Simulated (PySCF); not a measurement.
# `InChI=1S/C5H6F2/c1-2-5(7)3-4(5)6/h2,4H,1,3H2/t4-,5+/m0/s1`

Molfile (atoms numbered from 1):
```
C5H6F2
     RDKit          3D

 13 13  0  0  0  0  0  0  0  0999 V2000
    2.2799   -0.0130   -0.2516 C   0  0  0  0  0  0  0  0  0  0  0  0
    1.0519   -0.1059    0.2292 C   0  0  0  0  0  0  0  0  0  0  0  0
   -0.1668    0.0484   -0.5861 C   0  0  1  0  0  0  0  0  0  0  0  0
    0.0791    0.2975   -1.9061 F   0  0  0  0  0  0  0  0  0  0  0  0
   -1.4136   -0.7580   -0.3050 C   0  0  0  0  0  0  0  0  0  0  0  0
   -1.3958    0.7057    0.0006 C   0  0  2  0  0  0  0  0  0  0  0  0
   -2.1377    1.5306   -0.7790 F   0  0  0  0  0  0  0  0  0  0  0  0
    3.1418   -0.1325    0.3801 H   0  0  0  0  0  0  0  0  0  0  0  0
    2.4598    0.1882   -1.2937 H   0  0  0  0  0  0  0  0  0  0  0  0
    0.8622   -0.3067    1.2741 H   0  0  0  0  0  0  0  0  0  0  0  0
   -1.9846   -1.0585   -1.1705 H   0  0  0  0  0  0  0  0  0  0  0  0
   -1.4076   -1.4655    0.5082 H   0  0  0  0  0  0  0  0  0  0  0  0
   -1.3731    1.0702    1.0207 H   0  0  0  0  0  0  0  0  0  0  0  0
  1  2  2  0
  2  3  1  0
  3  4  1  6
  3  5  1  0
  5  6  1  0
  6  7  1  0
  6  3  1  0
  1  8  1  0
  1  9  1  0
  2 10  1  0
  5 11  1  0
  5 12  1  0
  6 13  1  1
M  END
```

Computed with TDDFT PBE0/def2-SVPD circular dichroism and optical rotation, one conformer, gas phase in PySCF. Geometry: GFN2-xTB.

The molecule is flexible and this is one conformer; a measurement averages over conformers. States above about 7.4 eV lie in this functional's continuum (it starts at minus the energy of the highest occupied orbital, well below the true ionisation energy for most functionals) and depend on the basis.

Question: Draw the ECD and absorption spectra from the lowest 12 states, each a Gaussian of half-width 0.25 eV at 1/e height.

Answer: 
```csv
E (eV),λ (nm),Δε (L mol⁻¹ cm⁻¹),ε (L mol⁻¹ cm⁻¹)
6.08,204,+0.31,121
6.18,201,+1.24,548
6.28,198,+3.48,1880
6.38,194,+6.45,5040
6.48,191,+6.54,10700
6.58,189,-0.83,18200
6.68,186,-14.23,24400
6.78,183,-24.37,25400
6.88,180,-23.73,20000
6.98,178,-14.46,11900
7.08,175,-3.38,5520
7.18,173,+5.77,2520
7.28,170,+12.20,1870
7.38,168,+15.37,2040
7.48,166,+15.45,2210
7.58,164,+13.79,2180
7.68,162,+11.23,1990
7.78,159,+7.59,1720
7.88,157,+3.07,1500
7.98,155,-1.58,1710
8.08,154,-6.21,2840
8.18,152,-10.54,4990
8.28,150,-11.79,7250
8.38,148,-6.64,8150
8.48,146,+2.62,7180
8.58,145,+8.54,5160
```
Δε uses R in velocity form, ε uses f in length form. Only the states computed contribute, so the short-wavelength end is incomplete.
